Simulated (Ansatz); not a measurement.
Reaction (homolysis of the S–Si bond): `C=C[SiH](O)S[SiH2]O` → `O[SiH2][S]`• + `C=C[SiH]O`•

Computed with Ansatz on PBE0-D4/def2-TZVP structures; ΔE is electronic, products minus reactants. CCSD(T)/CBS adds triple-zeta CCSD(T) − MP2 to the extrapolated MP2 energy (def2 sets, frozen cores). No spin–orbit coupling; open shells (•) take unrestricted orbitals. One conformer a species, not always the lowest.

`C=C[SiH](O)S[SiH2]O`:

Z-matrix (Å, degrees):
```
Si
C 1 1.847
S 1 2.156 2 108.4
O 1 1.639 2 108.1 3 -121.4
H 1 1.487 2 112.2 3 117.6
C 2 1.329 1 124.6 3 -11.0
H 2 1.089 1 116.9 3 169.9
Si 3 2.122 1 95.6 2 -178.7
H 4 0.964 1 115.1 2 170.8
H 6 1.086 2 121.9 1 1.2
H 6 1.086 2 122.0 1 -179.0
O 8 1.658 3 111.6 1 58.6
H 8 1.479 3 111.9 1 -57.1
H 8 1.483 3 106.1 1 -179.8
H 12 0.960 8 116.1 3 65.6
```

`O[SiH2][S]`•:

```xyz
6

O    -0.674    0.342    1.114
Si    0.148   -0.316   -0.142
S     1.517    0.969   -1.114
H    -1.090    1.195    0.979
H    -0.749   -0.705   -1.268
H     0.847   -1.486    0.431
```

`C=C[SiH]O`•:

```xyz
9

C     0.388   -1.004    0.974
C    -0.695   -0.434    0.439
Si   -0.649    0.984   -0.740
O     0.876    1.347   -1.263
H     0.320   -1.802    1.707
H     1.393   -0.706    0.686
H    -1.675   -0.777    0.768
H    -1.458    0.726   -1.961
H     1.500    1.666   -0.610
```

```json
{"species": "`C=C[SiH](O)S[SiH2]O`", "CCSD(T)/CBS(def2) energy (Eh)": "-1207.34851"}
{"species": "`O[SiH2][S]`•", "CCSD(T)/CBS(def2) energy (Eh)": "-763.85604"}
{"species": "`C=C[SiH]O`•", "CCSD(T)/CBS(def2) energy (Eh)": "-443.33470"}
```

(1) Work out ΔE.

Largest T1 diagnostic among the species: 0.027.

Results:

(1) ΔE = (-763.85604) + (-443.33470) − (-1207.34851) = 0.15777 Eh = +414.2 kJ/mol.

In def2-TZVPP, CCSD(T) changes the Hartree–Fock value by +119.0 kJ/mol (the triples alone add +13.0 kJ/mol) and MP2 by +157.9 kJ/mol; breaking electron pairs costs correlation energy, which Hartree–Fock lacks. From PBE to PBE0 (25 % exact exchange), in def2-TZVPP and without D4, ΔE moves by +8.8 kJ/mol.
